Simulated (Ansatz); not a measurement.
Worked example: SnH3F + LiSH → SnH3(SH) + LiF

Species: SnH3F `[F][SnH3]`, singlet; LiSH `[Li][SH]`, singlet; SnH3(SH), singlet; LiF, singlet. The partners trade F for SH: Sn–F and Li–SH bonds give way to Sn–SH and Li–F.

Shapes, held fixed at every level: PBE0-D4/def2-TZVP. Programs: Ansatz 0.2.0. The zero-point and thermal change to 298 K, harmonic and unscaled (PBE0-D4/def2-TZVP), is +2.7 kJ/mol.

At CCSD(T)/def2-TZVPP; 1 Eh = 2625.50 kJ/mol:

```
 species  energy (Eh)
   SnH3F  -315.202823
    LiSH  -405.870901
SnH3(SH)  -613.792439
     LiF  -107.300812
```

Work out ΔH(298 K) of the reaction at this level.


1. Products less reactants: (-613.792439) + (-107.300812) − [(-315.202823) + (-405.870901)] = -0.019527 Eh = -51.3 kJ/mol.
2. With the thermal change: -51.3 + (+2.7) = -48.6 kJ/mol.

Other levels give -57.7 (SPW92/def2-TZVPP) to -46.2 kJ/mol (r2SCAN0-D4/def2-TZVPP). No measured value is set beside it here. For atoms past krypton def2 sets carry core potentials with scalar relativity. Correlated rows may include outer-core shells of Li, Sn, which these sets cover unevenly.
